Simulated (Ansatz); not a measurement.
`[CH3][SnH][OH]` radical. Charge 0, multiplicity 2. Sn: def2 effective core potential.

Cartesian coordinates in Å:
```
C 0.589 1.063 -0.086
Sn -1.128 -0.251 0.023
O -0.440 -2.091 -0.244
H 0.304 2.070 0.219
H 0.983 1.089 -1.101
H 1.348 0.671 0.595
H -1.740 -0.361 1.637
H 0.083 -2.190 -1.042
```

(1) List the harmonic frequencies (cm⁻¹, unscaled) at PBE0-D4/def2-TZVP in Ansatz. (Estimate.)

(2) Is this a minimum?

(3) Give the ideal-gas thermochemistry at 298.15 K and 1 bar (rigid rotor, harmonic oscillator; point group C1, symmetry number 1).

(4) Rotational constants (cm⁻¹)?

Results:

(1) Computed: 79, 143, 224, 449, 496, 527, 598, 720, 761, 823, 1185, 1438, 1448, 1830, 3061, 3161, 3173, 3892.

(2) Yes, all 18 modes are real.

(3) Zero-point energy 143.6 kJ/mol; H(298) − E = 161.7 kJ/mol; entropy 331.2 J/(mol·K), of which translation 171.5, rotation 104.1, vibration 49.9, electronic 5.8; G(298) − E = 62.9 kJ/mol. Modes under 100 cm⁻¹ are hindered rotations or soft bends, so the harmonic entropy is rough.

(4) 0.3481, 0.1752, 0.1238.
